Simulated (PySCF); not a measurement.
## Calculated data, H2O2Si

Calculation on a computer-drawn molecule: vertical ionisation energy to the stated ion spin, frozen-core CCSD(T) at the basis limit and cheaper methods, single-reference cases, UHF for radicals, no spin-orbit; all values are single points at the evaluated structure, the first of each entry, which is the reference or a displaced copy of it and isn't optimised; the reference structure only sets the zero of the energies above reference; triples share is (T) over the correlation energy. Program: PySCF 2.14.0.

Common to all runs: charge 0; multiplicity 1; ion multiplicity 2; diffuse functions no; basis cc-pV(n+d)Z; reference is the Hartree-Fock double-zeta minimum; best is HF at quadruple zeta + MP2 correlation extrapolated from triple and quadruple zeta + CCSD(T) minus MP2 at triple zeta; basis step is the size of the change from the same recipe one zeta lower.

(1) H2O2Si

Evaluated structure:
```xyz
5
H2O2Si
O     -2.6637     0.1235    -0.2382
Si    -2.6504     0.6905    -1.7886
O     -1.0714     0.4607    -2.3612
H     -1.9105    -0.2159     0.2588
H     -0.3986     0.0258    -1.6735
```

Reference structure:
```xyz
5
H2O2Si
O     -2.6486     0.1177    -0.2030
Si    -2.6477     0.6465    -1.7692
O     -1.1089     0.3444    -2.2921
H     -1.9036    -0.2639     0.2402
H     -0.4250    -0.0461    -1.7660
```

It finds ionisation energy best 9.97 eV; ionisation energy basis step 0.05944 eV; energy above reference best 4.753 kcal/mol; energy above reference basis step 0.6127 kcal/mol; ionisation energy Koopmans at triple zeta 9.748 eV; ionisation energy EOM CCSD at triple zeta 9.861 eV; total energy HF triple zeta -439.9548 hartree; total energy CCSD(T) triple zeta -440.5815 hartree; total energy best -440.6795 hartree; T1 diagnostic at triple zeta 0.01496; D1 diagnostic at triple zeta 0.04557; ion T1 diagnostic at triple zeta 0.01914; ion D1 diagnostic at triple zeta 0.06297; ion spin squared at triple zeta 0.7543; triples share at triple zeta 0.0371; basis functions triple zeta 127; dipole magnitude HF at triple zeta 2.983 debye; dipole magnitude CCSD unrelaxed at triple zeta 2.791 debye; dipole magnitude PBE at triple zeta 2.776 debye; dipole magnitude r2SCAN at triple zeta 2.911 debye; dipole magnitude B3LYP at triple zeta 2.721 debye; dipole magnitude wB97X at triple zeta 2.915 debye.

Drawn bonds:
```tsv
atom	other atom	order
1	2	1
2	3	1
1	4	1
3	5	1
```

Triple zeta:
```tsv
method	ionisation energy (eV)	energy above reference (kcal/mol)
HF	8.731	8.914
PBE	9.626	2.442
r2SCAN	9.541	4.149
B3LYP	9.825	4.217
wB97X	9.827	5.143
MP2	9.587	4.219
CCSD	9.772	5.095
CCSD(T)	9.787	4.396
```

(2) H2O2Si

Evaluated structure:
```xyz
5
H2O2Si
O     -2.6637     0.1235    -0.2382
Si    -2.6513     0.6538    -1.6881
O     -1.0723     0.4240    -2.2607
H     -1.9105    -0.2159     0.2588
H     -0.3995    -0.0109    -1.5730
```

Reference structure:
```xyz
5
H2O2Si
O     -2.6486     0.1177    -0.2030
Si    -2.6477     0.6465    -1.7692
O     -1.1089     0.3444    -2.2921
H     -1.9036    -0.2639     0.2402
H     -0.4250    -0.0461    -1.7660
```

The calculation gives: ionisation energy best 9.706 eV; ionisation energy basis step 0.0524 eV; energy above reference best 9.203 kcal/mol; energy above reference basis step 0.1591 kcal/mol; ionisation energy Koopmans at triple zeta 9.446 eV; ionisation energy EOM CCSD at triple zeta 9.585 eV; total energy HF triple zeta -439.9504 hartree; total energy CCSD(T) triple zeta -440.5742 hartree; total energy best -440.6724 hartree; T1 diagnostic at triple zeta 0.01431; D1 diagnostic at triple zeta 0.04179; ion T1 diagnostic at triple zeta 0.01804; ion D1 diagnostic at triple zeta 0.05627; ion spin squared at triple zeta 0.7539; triples share at triple zeta 0.03643; basis functions triple zeta 127; dipole magnitude HF at triple zeta 3.443 debye; dipole magnitude CCSD unrelaxed at triple zeta 3.187 debye; dipole magnitude PBE at triple zeta 3.102 debye; dipole magnitude r2SCAN at triple zeta 3.261 debye; dipole magnitude B3LYP at triple zeta 3.089 debye; dipole magnitude wB97X at triple zeta 3.32 debye.

Drawn bonds:
```tsv
atom	other atom	order
1	2	1
2	3	1
1	4	1
3	5	1
```

Triple zeta:
```tsv
method	ionisation energy (eV)	energy above reference (kcal/mol)
HF	8.429	11.65
PBE	9.388	7.972
r2SCAN	9.292	8.456
B3LYP	9.571	8.865
wB97X	9.56	9.369
MP2	9.327	8.937
CCSD	9.504	9.318
CCSD(T)	9.529	8.949
```

(3) H2O2Si

Evaluated structure:
```xyz
5
H2O2Si
O     -2.6637     0.1235    -0.2382
Si    -2.6512     0.6562    -1.6947
O     -1.0722     0.4264    -2.2673
H     -1.9105    -0.2159     0.2588
H     -0.3994    -0.0085    -1.5796
```

Reference structure:
```xyz
5
H2O2Si
O     -2.6486     0.1177    -0.2030
Si    -2.6477     0.6465    -1.7692
O     -1.1089     0.3444    -2.2921
H     -1.9036    -0.2639     0.2402
H     -0.4250    -0.0461    -1.7660
```

Results for H2O2Si: ionisation energy best 9.724 eV; ionisation energy basis step 0.05279 eV; energy above reference best 8.567 kcal/mol; energy above reference basis step 0.1915 kcal/mol; ionisation energy Koopmans at triple zeta 9.466 eV; ionisation energy EOM CCSD at triple zeta 9.603 eV; total energy HF triple zeta -439.9512 hartree; total energy CCSD(T) triple zeta -440.5752 hartree; total energy best -440.6734 hartree; T1 diagnostic at triple zeta 0.01435; D1 diagnostic at triple zeta 0.04202; ion T1 diagnostic at triple zeta 0.0181; ion D1 diagnostic at triple zeta 0.05665; ion spin squared at triple zeta 0.754; triples share at triple zeta 0.03647; basis functions triple zeta 127; dipole magnitude HF at triple zeta 3.412 debye; dipole magnitude CCSD unrelaxed at triple zeta 3.161 debye; dipole magnitude PBE at triple zeta 3.081 debye; dipole magnitude r2SCAN at triple zeta 3.238 debye; dipole magnitude B3LYP at triple zeta 3.065 debye; dipole magnitude wB97X at triple zeta 3.293 debye.

Drawn bonds:
```tsv
atom	other atom	order
1	2	1
2	3	1
1	4	1
3	5	1
```

Triple zeta:
```tsv
method	ionisation energy (eV)	energy above reference (kcal/mol)
HF	8.449	11.12
PBE	9.404	7.27
r2SCAN	9.308	7.833
B3LYP	9.588	8.221
wB97X	9.577	8.75
MP2	9.344	8.278
CCSD	9.522	8.691
CCSD(T)	9.546	8.301
```

(4) H2O2Si

Evaluated structure:
```xyz
5
H2O2Si
O     -2.6637     0.1235    -0.2382
Si    -2.6499     0.7121    -1.8478
O     -1.0709     0.4823    -2.4204
H     -1.9105    -0.2159     0.2588
H     -0.3981     0.0474    -1.7327
```

Reference structure:
```xyz
5
H2O2Si
O     -2.6486     0.1177    -0.2030
Si    -2.6477     0.6465    -1.7692
O     -1.1089     0.3444    -2.2921
H     -1.9036    -0.2639     0.2402
H     -0.4250    -0.0461    -1.7660
```

The calculation gives: ionisation energy best 10.12 eV; ionisation energy basis step 0.06488 eV; energy above reference best 6.072 kcal/mol; energy above reference basis step 0.8358 kcal/mol; ionisation energy Koopmans at triple zeta 9.921 eV; ionisation energy EOM CCSD at triple zeta 10.02 eV; total energy HF triple zeta -439.9510 hartree; total energy CCSD(T) triple zeta -440.5794 hartree; total energy best -440.6774 hartree; T1 diagnostic at triple zeta 0.01543; D1 diagnostic at triple zeta 0.04804; ion T1 diagnostic at triple zeta 0.02003; ion D1 diagnostic at triple zeta 0.06788; ion spin squared at triple zeta 0.7546; triples share at triple zeta 0.0375; basis functions triple zeta 127; dipole magnitude HF at triple zeta 2.726 debye; dipole magnitude CCSD unrelaxed at triple zeta 2.571 debye; dipole magnitude PBE at triple zeta 2.592 debye; dipole magnitude r2SCAN at triple zeta 2.713 debye; dipole magnitude B3LYP at triple zeta 2.515 debye; dipole magnitude wB97X at triple zeta 2.687 debye.

Drawn bonds:
```tsv
atom	other atom	order
1	2	1
2	3	1
1	4	1
3	5	1
```

Triple zeta:
```tsv
method	ionisation energy (eV)	energy above reference (kcal/mol)
HF	8.906	11.25
PBE	9.757	3.082
r2SCAN	9.68	5.495
B3LYP	9.967	5.353
wB97X	9.977	6.563
MP2	9.737	5.456
CCSD	9.924	6.621
CCSD(T)	9.931	5.724
```

(5) H2O2Si

Evaluated structure:
```xyz
5
H2O2Si
O     -2.6637     0.1235    -0.2382
Si    -2.6465     0.8550    -2.2384
O     -1.0675     0.6252    -2.8110
H     -1.9105    -0.2159     0.2588
H     -0.3947     0.1903    -2.1233
```

Reference structure:
```xyz
5
H2O2Si
O     -2.6486     0.1177    -0.2030
Si    -2.6477     0.6465    -1.7692
O     -1.1089     0.3444    -2.2921
H     -1.9036    -0.2639     0.2402
H     -0.4250    -0.0461    -1.7660
```

It finds ionisation energy best 10.4 eV; ionisation energy basis step 0.1339 eV; energy above reference best 40.29 kcal/mol; energy above reference basis step 1.299 kcal/mol; ionisation energy Koopmans at triple zeta 10.71 eV; ionisation energy EOM CCSD at triple zeta 10.18 eV; total energy HF triple zeta -439.8867 hartree; total energy CCSD(T) triple zeta -440.5232 hartree; total energy best -440.6228 hartree; T1 diagnostic at triple zeta 0.01984; D1 diagnostic at triple zeta 0.06629; ion T1 diagnostic at triple zeta 0.01924; ion D1 diagnostic at triple zeta 0.0673; ion spin squared at triple zeta 0.761; triples share at triple zeta 0.04028; basis functions triple zeta 127; dipole magnitude HF at triple zeta 2.305 debye; dipole magnitude CCSD unrelaxed at triple zeta 2.136 debye; dipole magnitude PBE at triple zeta 2.098 debye; dipole magnitude r2SCAN at triple zeta 2.192 debye; dipole magnitude B3LYP at triple zeta 2.075 debye; dipole magnitude wB97X at triple zeta 2.201 debye.

Drawn bonds:
```tsv
atom	other atom	order
1	2	1
2	3	1
1	4	1
3	5	1
```

Triple zeta:
```tsv
method	ionisation energy (eV)	energy above reference (kcal/mol)
HF	8.295	51.63
PBE	9.94	33.01
r2SCAN	9.947	39.22
B3LYP	10.18	38.01
wB97X	10.12	41.69
MP2	10.31	40.42
CCSD	9.913	43.14
CCSD(T)	10.05	40.94
```

(6) H2O2Si

Evaluated structure:
```xyz
5
H2O2Si
O     -2.6637     0.1235    -0.2382
Si    -2.6465     0.8564    -2.2422
O     -1.0675     0.6266    -2.8148
H     -1.9105    -0.2159     0.2588
H     -0.3947     0.1917    -2.1271
```

Reference structure:
```xyz
5
H2O2Si
O     -2.6486     0.1177    -0.2030
Si    -2.6477     0.6465    -1.7692
O     -1.1089     0.3444    -2.2921
H     -1.9036    -0.2639     0.2402
H     -0.4250    -0.0461    -1.7660
```

It finds ionisation energy best 10.38 eV; ionisation energy basis step 0.1343 eV; energy above reference best 40.68 kcal/mol; energy above reference basis step 1.295 kcal/mol; ionisation energy Koopmans at triple zeta 10.71 eV; ionisation energy EOM CCSD at triple zeta 10.16 eV; total energy HF triple zeta -439.8860 hartree; total energy CCSD(T) triple zeta -440.5226 hartree; total energy best -440.6222 hartree; T1 diagnostic at triple zeta 0.01989; D1 diagnostic at triple zeta 0.06646; ion T1 diagnostic at triple zeta 0.01907; ion D1 diagnostic at triple zeta 0.06655; ion spin squared at triple zeta 0.7608; triples share at triple zeta 0.04031; basis functions triple zeta 127; dipole magnitude HF at triple zeta 2.317 debye; dipole magnitude CCSD unrelaxed at triple zeta 2.144 debye; dipole magnitude PBE at triple zeta 2.102 debye; dipole magnitude r2SCAN at triple zeta 2.196 debye; dipole magnitude B3LYP at triple zeta 2.082 debye; dipole magnitude wB97X at triple zeta 2.208 debye.

Drawn bonds:
```tsv
atom	other atom	order
1	2	1
2	3	1
1	4	1
3	5	1
```

Triple zeta:
```tsv
method	ionisation energy (eV)	energy above reference (kcal/mol)
HF	8.274	52.07
PBE	9.934	33.36
r2SCAN	9.939	39.6
B3LYP	10.17	38.38
wB97X	10.1	42.09
MP2	10.29	40.82
CCSD	9.893	43.55
CCSD(T)	10.03	41.34
```

(7) H2O2Si

Evaluated structure:
```xyz
5
H2O2Si
O     -2.6366     0.1281    -0.2093
Si    -2.6650     0.6522    -1.7719
O     -1.1061     0.3671    -2.2738
H     -1.8900    -0.2669     0.2539
H     -0.4285    -0.0314    -1.7737
```

Reference structure:
```xyz
5
H2O2Si
O     -2.6486     0.1177    -0.2030
Si    -2.6477     0.6465    -1.7692
O     -1.1089     0.3444    -2.2921
H     -1.9036    -0.2639     0.2402
H     -0.4250    -0.0461    -1.7660
```

It finds ionisation energy best 10.1 eV; ionisation energy basis step 0.05623 eV; energy above reference best 0.7373 kcal/mol; energy above reference basis step 0.05696 kcal/mol; ionisation energy Koopmans at triple zeta 9.861 eV; ionisation energy EOM CCSD at triple zeta 10 eV; total energy HF triple zeta -439.9679 hartree; total energy CCSD(T) triple zeta -440.5871 hartree; total energy best -440.6859 hartree; T1 diagnostic at triple zeta 0.01409; D1 diagnostic at triple zeta 0.04222; ion T1 diagnostic at triple zeta 0.01768; ion D1 diagnostic at triple zeta 0.05852; ion spin squared at triple zeta 0.7535; triples share at triple zeta 0.03567; basis functions triple zeta 127; dipole magnitude HF at triple zeta 2.805 debye; dipole magnitude CCSD unrelaxed at triple zeta 2.655 debye; dipole magnitude PBE at triple zeta 2.686 debye; dipole magnitude r2SCAN at triple zeta 2.804 debye; dipole magnitude B3LYP at triple zeta 2.609 debye; dipole magnitude wB97X at triple zeta 2.777 debye.

Drawn bonds:
```tsv
atom	other atom	order
1	2	1
2	3	1
1	4	1
3	5	1
```

Triple zeta:
```tsv
method	ionisation energy (eV)	energy above reference (kcal/mol)
HF	8.86	0.6829
PBE	9.769	0.7376
r2SCAN	9.672	0.7605
B3LYP	9.967	0.6866
wB97X	9.972	0.6867
MP2	9.714	0.8421
CCSD	9.907	0.8105
CCSD(T)	9.923	0.8409
```

(8) H2O2Si

Evaluated structure:
```xyz
5
H2O2Si
O     -2.6480     0.1116    -0.2079
Si    -2.6464     0.6398    -1.7667
O     -1.1117     0.3387    -2.2922
H     -1.9043    -0.2651     0.2498
H     -0.4279    -0.0480    -1.7675
```

Reference structure:
```xyz
5
H2O2Si
O     -2.6486     0.1177    -0.2030
Si    -2.6477     0.6465    -1.7692
O     -1.1089     0.3444    -2.2921
H     -1.9036    -0.2639     0.2402
H     -0.4250    -0.0461    -1.7660
```

The calculation gives: ionisation energy best 9.995 eV; ionisation energy basis step 0.05487 eV; energy above reference best 0.013 kcal/mol; energy above reference basis step 0.04669 kcal/mol; ionisation energy Koopmans at triple zeta 9.744 eV; ionisation energy EOM CCSD at triple zeta 9.889 eV; total energy HF triple zeta -439.9691 hartree; total energy CCSD(T) triple zeta -440.5884 hartree; total energy best -440.6870 hartree; T1 diagnostic at triple zeta 0.01402; D1 diagnostic at triple zeta 0.04165; ion T1 diagnostic at triple zeta 0.01742; ion D1 diagnostic at triple zeta 0.05728; ion spin squared at triple zeta 0.7534; triples share at triple zeta 0.03567; basis functions triple zeta 127; dipole magnitude HF at triple zeta 2.954 debye; dipole magnitude CCSD unrelaxed at triple zeta 2.785 debye; dipole magnitude PBE at triple zeta 2.799 debye; dipole magnitude r2SCAN at triple zeta 2.925 debye; dipole magnitude B3LYP at triple zeta 2.732 debye; dipole magnitude wB97X at triple zeta 2.909 debye.

Drawn bonds:
```tsv
atom	other atom	order
1	2	1
2	3	1
1	4	1
3	5	1
```

Triple zeta:
```tsv
method	ionisation energy (eV)	energy above reference (kcal/mol)
HF	8.741	-0.1141
PBE	9.667	0.09571
r2SCAN	9.566	0.001355
B3LYP	9.86	0.02532
wB97X	9.864	-0.002867
MP2	9.606	0.03514
CCSD	9.797	0.0007918
CCSD(T)	9.815	0.02861
```

(9) H2O2Si

Evaluated structure:
```xyz
5
H2O2Si
O     -2.6480     0.1116    -0.2079
Si    -2.6464     0.6398    -1.7667
O     -1.1117     0.3387    -2.2922
H     -2.0177    -0.2077     0.1800
H     -0.4279    -0.0480    -1.7675
```

Reference structure:
```xyz
5
H2O2Si
O     -2.6486     0.1177    -0.2030
Si    -2.6477     0.6465    -1.7692
O     -1.1089     0.3444    -2.2921
H     -1.9036    -0.2639     0.2402
H     -0.4250    -0.0461    -1.7660
```

Results for H2O2Si: ionisation energy best 10.04 eV; ionisation energy basis step 0.05411 eV; energy above reference best 20.37 kcal/mol; energy above reference basis step 0.6479 kcal/mol; ionisation energy Koopmans at triple zeta 9.784 eV; ionisation energy EOM CCSD at triple zeta 9.94 eV; total energy HF triple zeta -439.9414 hartree; total energy CCSD(T) triple zeta -440.5552 hartree; total energy best -440.6546 hartree; T1 diagnostic at triple zeta 0.01366; D1 diagnostic at triple zeta 0.04027; ion T1 diagnostic at triple zeta 0.01705; ion D1 diagnostic at triple zeta 0.05604; ion spin squared at triple zeta 0.7532; triples share at triple zeta 0.03477; basis functions triple zeta 127; dipole magnitude HF at triple zeta 2.806 debye; dipole magnitude CCSD unrelaxed at triple zeta 2.664 debye; dipole magnitude PBE at triple zeta 2.72 debye; dipole magnitude r2SCAN at triple zeta 2.832 debye; dipole magnitude B3LYP at triple zeta 2.635 debye; dipole magnitude wB97X at triple zeta 2.791 debye.

Drawn bonds:
```tsv
atom	other atom	order
1	2	1
2	3	1
1	4	1
3	5	1
```

Triple zeta:
```tsv
method	ionisation energy (eV)	energy above reference (kcal/mol)
HF	8.794	17.32
PBE	9.707	22.64
r2SCAN	9.605	21.06
B3LYP	9.905	21.08
wB97X	9.911	20.59
MP2	9.648	21.12
CCSD	9.843	20.37
CCSD(T)	9.861	20.87
```

(10) H2O2Si

Evaluated structure:
```xyz
5
H2O2Si
O     -2.6480     0.1116    -0.2079
Si    -2.6464     0.6398    -1.7667
O     -1.1117     0.3387    -2.2922
H     -1.9106    -0.2619     0.2459
H     -0.4279    -0.0480    -1.7675
```

Reference structure:
```xyz
5
H2O2Si
O     -2.6486     0.1177    -0.2030
Si    -2.6477     0.6465    -1.7692
O     -1.1089     0.3444    -2.2921
H     -1.9036    -0.2639     0.2402
H     -0.4250    -0.0461    -1.7660
```

It finds ionisation energy best 9.997 eV; ionisation energy basis step 0.05485 eV; energy above reference best 0.1231 kcal/mol; energy above reference basis step 0.07106 kcal/mol; ionisation energy Koopmans at triple zeta 9.746 eV; ionisation energy EOM CCSD at triple zeta 9.892 eV; total energy HF triple zeta -439.9693 hartree; total energy CCSD(T) triple zeta -440.5882 hartree; total energy best -440.6868 hartree; T1 diagnostic at triple zeta 0.014; D1 diagnostic at triple zeta 0.04156; ion T1 diagnostic at triple zeta 0.01739; ion D1 diagnostic at triple zeta 0.0572; ion spin squared at triple zeta 0.7534; triples share at triple zeta 0.03562; basis functions triple zeta 127; dipole magnitude HF at triple zeta 2.947 debye; dipole magnitude CCSD unrelaxed at triple zeta 2.779 debye; dipole magnitude PBE at triple zeta 2.796 debye; dipole magnitude r2SCAN at triple zeta 2.921 debye; dipole magnitude B3LYP at triple zeta 2.728 debye; dipole magnitude wB97X at triple zeta 2.903 debye.

Drawn bonds:
```tsv
atom	other atom	order
1	2	1
2	3	1
1	4	1
3	5	1
```

Triple zeta:
```tsv
method	ionisation energy (eV)	energy above reference (kcal/mol)
HF	8.744	-0.1864
PBE	9.669	0.3234
r2SCAN	9.568	0.1501
B3LYP	9.862	0.1737
wB97X	9.866	0.1057
MP2	9.608	0.171
CCSD	9.799	0.09863
CCSD(T)	9.817	0.1542
```
